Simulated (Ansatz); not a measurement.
```yaml
crystal:
  periodic: [false, false, false]
  atoms:
    - {symbol: Ge, position_ang: [2.802754, -0.163717, -0.349060]}
    - {symbol: Ge, position_ang: [-1.161438, -1.741364, 1.248381]}
    - {symbol: Ge, position_ang: [0.561448, 2.457133, 0.874473]}
    - {symbol: Ge, position_ang: [-1.660863, 1.146462, 0.843803]}
    - {symbol: Ge, position_ang: [0.252945, -0.504158, -2.757754]}
    - {symbol: Te, position_ang: [-2.933183, -0.191821, 2.615026]}
    - {symbol: Te, position_ang: [1.263432, 1.861150, -1.652845]}
    - {symbol: Te, position_ang: [1.037892, -0.018724, 1.871694]}
    - {symbol: Te, position_ang: [1.842746, -2.272432, -1.596050]}
    - {symbol: Te, position_ang: [-2.005723, -0.572508, -1.097669]}
basis:
  gaussian: {orbitals: def2-SVP}
magnetization: {spin_polarized: true, initial_magnetization: 2}
hamiltonian: {xc: pbe0, dispersion: d4}
scf: {omitted_lower_state_checks: [starts]}
output: {orbitals: {seedname: orbitals}}
```

```sh
$ ansatz run in.yaml --threads 4 --pin off --events-out ev --progress --plain --max-ram 6963MiB
```

Task: Does this run fit into the memory that it is given?

Result: No. It has 290 basis functions, and Ansatz plans for 8 GiB where 7 GiB are given.
